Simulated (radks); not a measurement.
Results of a calculation; reference values are marked as such.
Species: Cl-. Configuration: [Ar].

Level of theory: scalar-relativistic Kohn-Sham, LB94 model potential, spin-polarised, spherical densities, point nucleus; Watson sphere of charge +0.67 and radius 4.06 bohr (a radial shooting solver on a logarithmic mesh with Libxc functionals).

Energy parts (hartree; the electron-nucleus part includes the sphere):
part                   energy
kinetic             466.89344
electron-nucleus  -1114.38193
Hartree             211.46838
(The LB94 potential has no energy functional, so no total or exchange-correlation energy is given.)

Orbitals (lengths in bohr, moments of r in powers of bohr):
[
 {"orbital": "1s", "occ.": "2", "eigenvalue (hartree)": "-102.6933", "<r^2>": "0.01104"},
 {"orbital": "2s", "occ.": "2", "eigenvalue (hartree)": "-9.61752", "<r^2>": "0.2329"},
 {"orbital": "2p", "occ.": "6", "eigenvalue (hartree)": "-7.38554", "<r^2>": "0.2031"},
 {"orbital": "3s", "occ.": "2", "eigenvalue (hartree)": "-0.72279", "<r^2>": "2.902"},
 {"orbital": "3p", "occ.": "6", "eigenvalue (hartree)": "-0.30148", "<r^2>": "4.956"}
]

The highest occupied level is 3p at -8.204 eV. Summed over all electrons, <r^2> = 37.25 bohr^2, which gives a Langevin (diamagnetic) susceptibility term of -29.5 x 10^-6 cm^3/mol.
